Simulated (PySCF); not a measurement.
Excitations are Tamm–Dancoff values on a coarser integration grid. The basis has no diffuse functions, so Rydberg states are missing or too high.

Cartesian coordinates (Å):
```xyz
7

N      1.3328     1.0339    -0.6355
C      0.4571     0.2180    -0.3533
C     -0.6014    -0.5221    -0.1323
O     -1.3727    -0.5059     1.0149
H      2.2799     0.7495    -0.3723
H     -0.9159    -1.2627    -0.8519
H     -1.1798     0.2893     1.5244
```
Charge 0, spin multiplicity 1.

**Question.** Predict the dipole moment, HOMO and S1 excitation (TDA) from PBE-D3(BJ)/def2-TZVP // B3LYP-D3(BJ)/def2-TZVP in PySCF 2.14.0.

**Answer.** 
- dipole moment = 1.27 D
- HOMO = -4.91 eV
- S1 excitation (TDA) = 3.16 eV
